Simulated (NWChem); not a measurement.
System: CH₅InO₂; SMILES [InH]([OH])[O]C

NWChem input:

```
start job
memory heap 200 mb stack 900 mb global 1100 mb
geometry units angstroms noautoz
  In    -0.378118     0.484277     0.000000
  H     -1.766418     1.496188     0.000000
  O      1.601089     0.920038     0.000000
  H      1.731733     1.887648     0.000000
  O     -0.534741    -1.525012     0.000000
  C      0.610596    -2.352791     0.000000
  H      0.608653    -3.016792     0.896976
  H      0.608653    -3.016792    -0.896976
  H      1.576982    -1.797555     0.000000
end
basis spherical
  * library def2-svp
end
ecp
  In library def2-ecp
end
dft
  xc xpbe96 cpbe96
  iterations 150
  mulliken
end
task dft energy
```

Coordinates come from a PBE-D3(BJ)/def2-SVP optimisation. def2 effective core potentials on In; no spin-orbit coupling.

Predict the main results of this run. (PBE/def2-SVP with def2 effective core potentials on In.) Quantities: energy (Ha); highest occupied level (eV); orbital gap (eV); dipole (D).


| Quantity | Result |
|---|---|
| energy (Ha) | -381.32 |
| highest occupied level (eV) | -5.59 |
| orbital gap (eV) | 3.65 |
| dipole (D) | 2.30 |
